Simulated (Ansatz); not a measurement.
System: sum formula H3BPO2, net charge 0, doublet state. It need not be the lowest isomer of its formula. 
Geometry from a B3LYP-D3(BJ)/def2-TZVP (Ansatz, a program for electronic structure) optimisation:
```xyz
7

O     -0.4175     0.0130    -1.4947
B     -0.6808    -0.0081    -0.2495
O     -1.7609    -0.0371     0.5685
P      1.2490     0.0141     0.5081
H     -1.5539    -0.0462     1.5073
H      1.8426    -1.0169    -0.2502
H      1.8074     1.0844    -0.2221
```
Charge 0, spin multiplicity 2.

Property: atomisation energy (electronic, to ground-state atoms), in kcal/mol. Correlated levels leave the core frozen unless marked. UHF or UKS for open shells. No spin-orbit coupling. Non-relativistic. The coupled-cluster limit lacks core correlation, which all-electron functionals hold. CBS marks a two-point X^-3 extrapolation of the correlation energy; Hartree-Fock from the larger set.

| level | program | atomisation energy (kcal/mol) |
|---|---|---|
| SVWN5/def2-TZVPD | Ansatz | 716.7 |
| PBE0/def2-QZVPP | Ansatz | ? |
| r2SCANh/def2-TZVPD | Ansatz | 606.0 |
| CAM-B3LYP-D4/def2-TZVPD | Ansatz + dftd4 | ? |
| CCSD(T)/CBS(aug-cc-pV(T+d)Z,aug-cc-pV(Q+d)Z) | Ansatz | 602.6 |

**Question.** What belongs in the gaps?

**Answer.** 
- PBE0/def2-QZVPP, atomisation energy (kcal/mol): 605.3
- CAM-B3LYP-D4/def2-TZVPD, atomisation energy (kcal/mol): 610.8
